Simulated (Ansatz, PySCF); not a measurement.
Noncovalent pair: H2O (SMILES O) (first 3 atoms) with C2H6O (SMILES CCO); geometry from B3LYP-D3(BJ)/def2-TZVP.
(charge 0, multiplicity 1):
```xyz
12

O     -0.21921     0.30779     0.17249
H      0.30395     0.10224     0.96663
H      0.12509    -0.26415    -0.51973
C     -1.29795     0.43423     3.51739
C     -0.26366    -0.67227     3.43590
O      0.91391    -0.27515     2.71617
H     -2.18899     0.08203     4.04188
H     -1.58747     0.76099     2.51834
H     -0.90854     1.29501     4.06826
H      0.01825    -1.02282     4.43436
H     -0.65598    -1.52502     2.88210
H      1.29327     0.49866     3.14814
```

Basis-set superposition error: the interaction energy with monomers in their own basis, and in the dimer's basis (counterpoise).

The values were computed with Ansatz (Gaussian orbitals); PySCF for 6-31G* rows, M06-2X. Values without a source in brackets are computed.

| level | uncorrected (kJ/mol) | counterpoise (kJ/mol) | difference |
|---|---|---|---|
| HF/aug-cc-pVDZ | -17.6 | -16.0 | 1.6 |
| PBE/def2-TZVPPD | -24.0 | -23.8 | 0.2 |
| B3LYP/def2-TZVPPD | -21.3 | -21.1 | 0.2 |
| BHLYP/def2-TZVPPD | -24.2 | -24.0 | 0.2 |
| M06-2X/def2-TZVPPD | -27.7 | -27.4 | 0.3 |
| CAM-B3LYP/def2-TZVPPD | -25.9 | -25.6 | 0.2 |
| wB97X-V/def2-TZVPPD | -26.9 | -26.7 | 0.2 |
| B2PLYP/def2-TZVPPD | -24.3 | -23.3 | 0.9 |
| MP2/6-31G* | -36.0 | -22.7 | 13.3 |
| CCSD(T)/aug-cc-pVDZ | -28.9 | -23.3 | 5.7 |

The error is largest for MP2/6-31G* (13.3 kJ/mol) and smallest for BHLYP/def2-TZVPPD (0.2 kJ/mol).

Ansatz is a first-principles code.
